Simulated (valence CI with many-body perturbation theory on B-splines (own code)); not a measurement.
**Which ion has this spectrum?**

A relativistic CI+MBPT calculation for an atom or ion with 7 electrons gives these levels (eV):

```tsv
J	Parity	E	g
3/2	odd	0.00	1.45
3/2	odd	88.01	1.39
5/2	odd	103.36	1.19
1/2	odd	123.63	0.65
3/2	odd	211.82	1.26
5/2	even	237.59	1.52
1/2	even	281.76	2.30
3/2	even	282.27	1.34
3/2	even	345.76	1.36
5/2	even	367.55	1.26
1/2	even	390.27	1.51
3/2	even	402.08	1.14
1/2	even	496.11	1.50
3/2	odd	568.44	1.32
```

The energies are calculated, and their last digits are not significant.

Question: Which is it?
A. Zr33+
B. Nb34+
C. Sr31+
D. Mo35+

Answer: B. Nb34+, ground level (2s^2 2p1/2^2 2p3/2) J=3/2.
